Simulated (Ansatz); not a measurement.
Calculated with Ansatz (gas phase, PBE0-D4/def2-TZVP geometries, no zero-point term in ΔE). CBS: MP2 limit from def2 TZ/QZ plus the TZ coupled-cluster correction, frozen cores. Functionals use def2-TZVPP. For Br, Ga outer-core shells are correlated without core-valence functions, which leaves a few kJ/mol of doubt a bond. Scalar relativity is left out up to krypton. Each species was taken in one conformer, which may not be the lowest.

`C[NH][Ga]([Cl])[Cl]` + `S[Si]Br` → `C[NH][Ga]([SH])[Cl]` + `Cl[Si]Br`  (redistribution)

`C[NH][Ga]([Cl])[Cl]`:

Z-matrix (Å, degrees):
```
C
N 1 1.446
H 1 1.091 2 109.9
H 1 1.096 2 111.9 3 -119.2
H 1 1.096 2 111.9 3 119.3
Ga 2 1.792 1 126.9 3 -0.2
H 2 1.007 1 114.7 3 179.8
Cl 6 2.125 2 120.7 1 180.0
Cl 6 2.127 2 120.0 1 0.0
```

`S[Si]Br`:

Z-matrix (Å, degrees):
```
S
Si 1 2.132
H 1 1.347 2 93.1
Br 2 2.258 1 97.0 3 -180.0
```

`C[NH][Ga]([SH])[Cl]`:

Z-matrix (Å, degrees):
```
C
N 1 1.443
H 1 1.096 2 112.2
H 1 1.093 2 110.3 3 119.1
H 1 1.096 2 112.2 3 -121.8
Ga 2 1.801 1 128.4 3 -119.6
H 2 1.007 1 114.3 3 60.7
Cl 6 2.138 2 116.8 1 -180.0
S 6 2.187 2 125.6 1 0.1
H 9 1.344 6 93.5 2 -0.2
```

`Cl[Si]Br`:

Z-matrix (Å, degrees):
```
Si
Cl 1 2.076
Br 1 2.251 2 101.6
```

```json
{"level": "ωB97M-V", "ΔE (kcal/mol)": "1.2"}
{"level": "HF/def2-TZVPP", "ΔE (kcal/mol)": "3.0"}
```

Task: What does CCSD(T)/CBS give? (Best estimate.)

Result: Ansatz gave: +1.5 kcal/mol. The listed levels differ from it by -0.3, 1.5 kcal/mol.

Largest T1 diagnostic among the species: 0.012.

At CCSD(T), def2-SVP lies +2.0 kcal/mol from the extrapolated value and def2-TZVPP +0.4 kcal/mol. From BLYP to BHLYP (50 % exact exchange), in def2-TZVPP and without D4, ΔE moves by +1.1 kcal/mol.
